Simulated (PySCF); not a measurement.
PySCF input for Hf(Cl)3(NH2) (Cl3H2HfN), SMILES [NH2][Hf]([Cl])([Cl])[Cl], multiplicity 1, TDDFT-ωB97X/def2-SVPD. Coordinates come from a B3LYP-D3(BJ)/def2-SVP optimisation. The spin state was assumed, not searched. The structure was generated by enumeration; whether it is a known compound was not checked. The def2 effective core potentials stand for the cores of Hf; spin–orbit coupling is left out. The values are those of a single conformer.

```python
import numpy as np
from pyscf import gto, scf, dft, tdscf

mol = gto.M(
    atom='''
    Hf    0.01535392    0.06088311   -0.10721586
    Cl   -0.18886854    1.44627115    1.79782326
    Cl    1.96433675   -1.25395204    0.06620665
    Cl   -1.98460329   -1.14094248   -0.44309552
    N     0.25657303    1.22402285   -1.72298552
    H     1.14940723    1.56811852   -2.07837282
    H    -0.49560418    1.60673492   -2.29707088
    ''',
    basis='def2-SVPD',
    ecp={'Hf': 'def2-svp'},
    charge=0,
    spin=0,
    max_memory=1600,
    verbose=4,
)
mf = dft.RKS(mol, xc='wb97x').density_fit(auxbasis='def2-universal-jkfit')
mf.grids.level = 3
mf.conv_tol = 1e-9
mf.max_cycle = 100
mf.kernel()
mf.grids = dft.Grids(mol).set(level=1).build(with_non0tab=True)  # coarser grid for the response kernel
td = tdscf.TDDFT(mf)
td.singlet = True
td.nstates = 10
td.conv_tol = 1e-4
td.positive_eig_threshold = 1e-6
td.kernel(x0=td.get_init_guess(mf, 15))
td.analyze()
tt = tdscf.TDA(mf)
tt.singlet = False
tt.nstates = 4
tt.conv_tol = 1e-4
tt.positive_eig_threshold = 1e-6
tt.kernel(x0=tt.get_init_guess(mf, 9))
tt.analyze(verbose=3)
```

It prints:

```
PySCF version 2.14.0

[INPUT] verbose = 4
[INPUT] num. atoms = 7
[INPUT] num. electrons = 72
[INPUT] charge = 0
[INPUT] spin (= nelec alpha-beta = 2S) = 0
[INPUT] symmetry False subgroup None
[INPUT] Mole.unit = angstrom
[INPUT] Symbol           X                Y                Z      unit          X                Y                Z       unit  Magmom
[INPUT]  1 Hf     0.015353920000   0.060883110000  -0.107215860000 AA    0.029014703738   0.115052403512  -0.202608611610 Bohr   0.0
[INPUT]  2 Cl    -0.188868540000   1.446271150000   1.797823260000 AA   -0.356909814146   2.733056375360   3.397393581773 Bohr   0.0
[INPUT]  3 Cl     1.964336750000  -1.253952040000   0.066206650000 AA    3.712058473918  -2.369625928940   0.125112436125 Bohr   0.0
[INPUT]  4 Cl    -1.984603290000  -1.140942480000  -0.443095520000 AA   -3.750356684011  -2.156068811082  -0.837329179822 Bohr   0.0
[INPUT]  5 N      0.256573030000   1.224022850000  -1.722985520000 AA    0.484852757650   2.313067956710  -3.255970749391 Bohr   0.0
[INPUT]  6 H      1.149407230000   1.568118520000  -2.078372820000 AA    2.172064870295   2.963314533658  -3.927555414540 Bohr   0.0
[INPUT]  7 H     -0.495604180000   1.606734920000  -2.297070880000 AA   -0.936556166390   3.036288953575  -4.340834851914 Bohr   0.0

nuclear repulsion = 356.242711414185
number of shells = 62
number of NR pGTOs = 245
number of NR cGTOs = 152
basis = def2-SVPD
ecp = {'Hf': 'def2-svp'}


[settings echo left out]
init E= -1471.52703314118
  HOMO = -0.501307914504254  LUMO = -0.282663996608049  gap/eV = 5.94960
cycle= 1 E= -1484.34185570124  delta_E= -12.8  |g|= 0.625  |ddm|=  8.9
  HOMO = -0.334337473935721  LUMO = 0.0539021037869322  gap/eV = 10.56454
cycle= 2 E= -1484.38981189137  delta_E= -0.048  |g|= 0.323  |ddm|=  1.3
  HOMO = -0.418033817508803  LUMO = 0.000126759357717329  gap/eV = 11.37873
cycle= 3 E= -1484.410504011  delta_E= -0.0207  |g|= 0.113  |ddm|= 0.431
  HOMO = -0.398501798897416  LUMO = 0.00330421241492016  gap/eV = 10.93370
cycle= 4 E= -1484.41329286844  delta_E= -0.00279  |g|= 0.0283  |ddm|= 0.132
  HOMO = -0.400648183344099  LUMO = 0.00778998093840808  gap/eV = 11.11417
cycle= 5 E= -1484.41349719271  delta_E= -0.000204  |g|= 0.00608  |ddm|= 0.0498
  HOMO = -0.400806674935205  LUMO = 0.00634143025528695  gap/eV = 11.07906
cycle= 6 E= -1484.41351148072  delta_E= -1.43e-05  |g|= 0.00344  |ddm|= 0.0142
  HOMO = -0.400869892034379  LUMO = 0.00675951168172924  gap/eV = 11.09216
cycle= 7 E= -1484.41351581293  delta_E= -4.33e-06  |g|= 0.000417  |ddm|= 0.00868
  HOMO = -0.400849989942946  LUMO = 0.00671712256220715  gap/eV = 11.09047
cycle= 8 E= -1484.4135159429  delta_E= -1.3e-07  |g|= 0.000128  |ddm|= 0.0012
  HOMO = -0.400853100229129  LUMO = 0.0067248531860236  gap/eV = 11.09076
cycle= 9 E= -1484.41351595965  delta_E= -1.68e-08  |g|= 4.47e-05  |ddm|= 0.000455
  HOMO = -0.400852984713838  LUMO = 0.00672533968936594  gap/eV = 11.09077
cycle= 10 E= -1484.41351596125  delta_E= -1.59e-09  |g|= 1.52e-05  |ddm|= 0.000134
  HOMO = -0.400852573431319  LUMO = 0.00672471908668434  gap/eV = 11.09074
cycle= 11 E= -1484.41351596149  delta_E= -2.45e-10  |g|= 4.92e-06  |ddm|= 4.82e-05
  HOMO = -0.400852136912053  LUMO = 0.00672415707566176  gap/eV = 11.09072
Extra cycle  E= -1484.41351596151  delta_E= -1.86e-11  |g|= 2.86e-06  |ddm|= 1.46e-05
converged SCF energy = -1484.41351596151
tot grids = 37856
Overwritten attributes  positive_eig_threshold  of <class 'pyscf.tdscf.rks.TDDFT'>


******** <class 'pyscf.tdscf.rks.TDDFT'> for <class 'pyscf.df.df_jk.DFRKS'> ********
nstates = 10 singlet
deg_eia_thresh = 1.000e-03
wfnsym = None
conv_tol = 0.0001
eigh lindep = 1e-12
eigh level_shift = 0
eigh max_cycle = 100


Excitation energies (eV)
[5.29079483 6.03987527 6.10155205 6.71021582 6.89382138 6.91654096
 7.0015952  7.0360551  7.0745109  7.13172476]

** Singlet excitation energies and oscillator strengths **
Excited State   1:      5.29079 eV    234.34 nm  f=0.0040
      33 -> 37       -0.10987
      36 -> 37       -0.66123
      36 -> 39        0.18270
Excited State   2:      6.03988 eV    205.28 nm  f=0.0242
      36 -> 38       -0.69036
Excited State   3:      6.10155 eV    203.20 nm  f=0.0021
      36 -> 37       -0.20092
      36 -> 39       -0.66784
Excited State   4:      6.71022 eV    184.77 nm  f=0.0076
      34 -> 37        0.23169
      35 -> 37       -0.61917
      36 -> 41       -0.13098
Excited State   5:      6.89382 eV    179.85 nm  f=0.0298
      32 -> 38        0.10128
      34 -> 37       -0.10252
      35 -> 37        0.11987
      35 -> 39       -0.16520
      36 -> 40        0.28169
      36 -> 41       -0.54403
      36 -> 42       -0.14077
Excited State   6:      6.91654 eV    179.26 nm  f=0.0050
      32 -> 39        0.11690
      33 -> 37        0.40595
      35 -> 38       -0.50835
Excited State   7:      7.00160 eV    177.08 nm  f=0.0084
      32 -> 37       -0.20339
      33 -> 37       -0.47872
      33 -> 39       -0.22039
      34 -> 38       -0.11861
      35 -> 38       -0.35465
Excited State   8:      7.03606 eV    176.21 nm  f=0.0249
      30 -> 38       -0.11307
      33 -> 38        0.20828
      34 -> 37       -0.58992
      34 -> 39       -0.11967
      35 -> 37       -0.20431
Excited State   9:      7.07451 eV    175.25 nm  f=0.0011
      32 -> 37       -0.40144
      32 -> 39       -0.12015
      34 -> 38        0.52495
Excited State  10:      7.13172 eV    173.85 nm  f=0.0528
      32 -> 38       -0.13596
      36 -> 40        0.49610
      36 -> 41        0.29618
      36 -> 42       -0.21307
      36 -> 44       -0.21480

** Transition electric dipole moments (AU) **
state          X           Y           Z        Dip. S.      Osc.
  1         0.1742     -0.0069      0.0209      0.0308      0.0040
  2         0.0506      0.0597     -0.3969      0.1636      0.0242
  3         0.1176     -0.0044      0.0153      0.0141      0.0021
  4        -0.0132      0.1728      0.1283      0.0465      0.0076
  5         0.0328     -0.3029     -0.2888      0.1762      0.0298
  6        -0.1704      0.0033     -0.0252      0.0297      0.0050
  7        -0.2199     -0.0010     -0.0261      0.0490      0.0084
  8         0.0088      0.3791      0.0261      0.1445      0.0249
  9        -0.0790      0.0096     -0.0053      0.0064      0.0011
 10         0.0703      0.0324     -0.5443      0.3023      0.0528

WARN: ECP detected. Skipping calculation of transition velocity and magnetic dipole moments, which have not yet been implemented.

Overwritten attributes  positive_eig_threshold  of <class 'pyscf.tdscf.rks.TDA'>


******** <class 'pyscf.tdscf.rks.TDA'> for <class 'pyscf.df.df_jk.DFRKS'> ********
nstates = 4 triplet
deg_eia_thresh = 1.000e-03
wfnsym = None
conv_tol = 0.0001
eigh lindep = 1e-12
eigh level_shift = 0
eigh max_cycle = 100


Excitation energies (eV)
[5.18847204 5.51933945 6.03814698 6.25751794]

** Triplet excitation energies and oscillator strengths **
Excited State   1:      5.18847 eV    238.96 nm  f=0.0000
Excited State   2:      5.51934 eV    224.64 nm  f=0.0000
Excited State   3:      6.03815 eV    205.33 nm  f=0.0000
Excited State   4:      6.25752 eV    198.14 nm  f=0.0000
```

Self-consistency was reached.
